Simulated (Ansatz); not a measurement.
Isolated molecules relaxed with PBE0-D4/def2-TZVP in Ansatz; ΔE leaves out vibrations. CCSD(T)/CBS adds triple-zeta CCSD(T) − MP2 to the extrapolated MP2 energy (def2 sets, frozen cores). This one scheme is used for every species, atoms too. DFT in def2-TZVPP. Open shells (•) are unrestricted, without spin–orbit coupling. Bonds to Br, Ga are less sure, by a few kJ/mol each and by 10 to 20 or more in all where they break to atoms, as the def2 sets lack core-valence functions. Scalar relativity is left out up to krypton. Each species was taken in one conformer, which may not be the lowest.

Consider the hydrogen abstraction from a Ga–H bond: `[OH][GaH][Br]` + H• → `[OH][Ga][Br]`• + H₂.

Q: Is it downhill or uphill in electronic energy at CCSD(T)/CBS, and by how much? (An estimate is asked.)

A: Ansatz gave: Downhill: ΔE = -24.2 kcal/mol.

Q: What do these levels give: PBE-D4, BLYP-D4, BHLYP-D4, PBE0, BHLYP, MP2/def2-QZVPP? (Best estimate.)

A: The calculation gave: PBE-D4 -27.5, BLYP-D4 -32.1, BHLYP-D4 -26.7, PBE0 -25.5, BHLYP -27.2, MP2/def2-QZVPP -21.8 kcal/mol.

Largest T1 diagnostic among the species: 0.014.

From BLYP to BHLYP (50 % exact exchange), in def2-TZVPP and without D4, ΔE moves by +5.8 kcal/mol. Leaving LDA and LC-ωPBE aside and taking each functional with its dispersion term where it has one, the values, not all of them listed here, spread over 9.1 kcal/mol, from BLYP-D4 to PBE-QIDH. LDA lies +2.1 kcal/mol from PBE without D4.
